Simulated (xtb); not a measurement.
C3H8BNO, SMILES C[C@@H]1CB(N)O1. All values are semi-empirical tight-binding results from xtb (GFN2-xTB unless named), good for trends rather than for accurate numbers. Coordinates come from a GFN2-xTB optimisation. The structure was generated by enumeration; whether it is a known compound was not checked. The values are those of a single conformer.

The orbital gap is 6.81 eV and the dipole moment is 1.65 D. The zero-point energy is 72.5 kcal/mol and the G − E(el) at 298.15 K (modified RRHO) is 53.7 kcal/mol. The static polarisability (D4 model) comes out as 59.2 bohr³. The solvation energy, GFN2-xTB/ALPB(water) comes out as -4.2 kcal/mol. The solvation energy, GFN2-xTB/ALPB(methanol) is -6.4 kcal/mol.

Computed IR lines (harmonic; lines under 4 % of the strongest left out, lines within 3 cm⁻¹ merged):
ν (cm⁻¹): 433 (w), 455 (m), 517 (m), 811 (w), 851 (w), 972 (w), 1086 (m), 1108 (w), 1134 (s), 1180 (w), 1256 (m), 1317 (m), 1395 (w), 1425 (s), 1460 (w), 1527 (vs), 2899 (m), 3014 (w), 3022 (w), 3032 (m), 3038 (w) (against the strongest line: vs over 80 %, s over 45 %, m over 15 %, w over 4 %, vw less)
